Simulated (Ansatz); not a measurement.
Ansatz (a first-principles code) input:

Ansatz 0.2 input:
```yaml
crystal:
  periodic: [false, false, false]
  atoms:
    - {symbol: V, position_ang: [0.20098375, -0.19904662, 0.20724982]}
    - {symbol: O, position_ang: [0.76014808, 0.45450438, -1.15355574]}
    - {symbol: O, position_ang: [-1.33797637, 0.11775465, 0.55771251]}
basis:
  gaussian:
    orbitals: def2-SVPD
magnetization: {spin_polarized: true, initial_magnetization: 1}
correlation: {method: ccsd_t, electrons: outside_noble_gas}
```

Q: Which total energy does the run end on?

A: -1092.90989 Eh (CCSD(T)/def2-SVPD). The basis has 80 functions.

The spin state was set by rule; other spins were not relaxed.

The program attaches cautions to this result: large difference.

The determinant is spin-contaminated: <S^2> is 1.55 against 0.75 for a pure state.
